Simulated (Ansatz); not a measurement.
`[NH2][GaH][SeH]` + `CC(=N)Cl` → `N=C(Cl)[SeH]` + `[CH3][GaH][NH2]`  (formal exchange of groups at the Se–Ga bond)

Computed with Ansatz on PBE0-D4/def2-TZVP structures; ΔE is electronic, products minus reactants. CCSD(T)/CBS adds triple-zeta CCSD(T) − MP2 to the extrapolated MP2 energy (def2 sets, frozen cores). DFT in def2-TZVPP. HSE06 is defined as in plane-wave codes. For Ga, Se outer-core shells are correlated without core-valence functions, which leaves a few kJ/mol of doubt a bond. Scalar relativity is left out up to krypton. One conformer a species, not always the lowest.

`[NH2][GaH][SeH]`:

```xyz
7

N     0.132    1.496   -0.050
Ga   -0.295   -0.226    0.301
Se    0.844   -1.804   -0.981
H     0.801    1.783   -0.744
H    -0.280    2.278    0.428
H    -1.344   -0.607    1.382
H     0.141   -2.919   -0.336
```

`CC(=N)Cl`:

Z-matrix (Å, degrees):
```
C
C 1 1.486
H 1 1.089 2 109.2
H 1 1.092 2 110.1 3 -120.9
H 1 1.092 2 110.0 3 120.9
N 2 1.247 1 124.6 3 -0.2
Cl 2 1.776 1 112.6 3 179.8
H 6 1.017 2 113.3 1 -180.0
```

`N=C(Cl)[SeH]`:

Z-matrix (Å, degrees):
```
C
Cl 1 1.735
Se 1 1.918 2 114.9
N 1 1.247 2 119.3 3 180.0
H 3 1.465 1 95.7 2 -0.3
H 4 1.017 1 113.2 2 180.0
```

`[CH3][GaH][NH2]`:

```xyz
9

C    -1.291   -0.297    0.693
Ga    0.633   -0.061    0.391
N     1.185    0.450   -1.265
H    -1.638    0.370    1.486
H    -1.505   -1.319    1.014
H    -1.869   -0.090   -0.209
H     1.771   -0.271    1.447
H     2.148    0.596   -1.517
H     0.567    0.621   -2.040
```

(1) Is it downhill or uphill in electronic energy at CCSD(T)/CBS, and by how much? (Best estimate.)

(2) What do these levels give: PBE-D4, B97M-V, r2SCAN0-D4, B2PLYP, r2SCAN, HSE06, LC-ωPBE, RPA@PBE/def2-TZVPP, MP2/def2-SVP, CCSD(T)/def2-TZVPP, SCS-MP2/def2-QZVPP, MP2/CBS(def2)? (Best estimate.)

Largest T1 diagnostic among the species: 0.013.

Answers

(1) Computed: Uphill: ΔE = +145.8 kJ/mol.

(2) The calculation gave: PBE-D4 138.2, B97M-V 146.2, r2SCAN0-D4 154.5, B2PLYP 146.7, r2SCAN 147.3, HSE06 149.5, LC-ωPBE 148.3, RPA@PBE/def2-TZVPP 138.9, MP2/def2-SVP 161.6, CCSD(T)/def2-TZVPP 145.8, SCS-MP2/def2-QZVPP 144.6, MP2/CBS(def2) 143.2 kJ/mol.

Leaving LDA and LC-ωPBE aside and taking each functional with its dispersion term where it has one, the values, not all of them listed here, spread over 22.5 kJ/mol, from revPBE-D4 to BHLYP-D4. From BLYP to BHLYP (50 % exact exchange), in def2-TZVPP and without D4, ΔE moves by +20.7 kJ/mol.
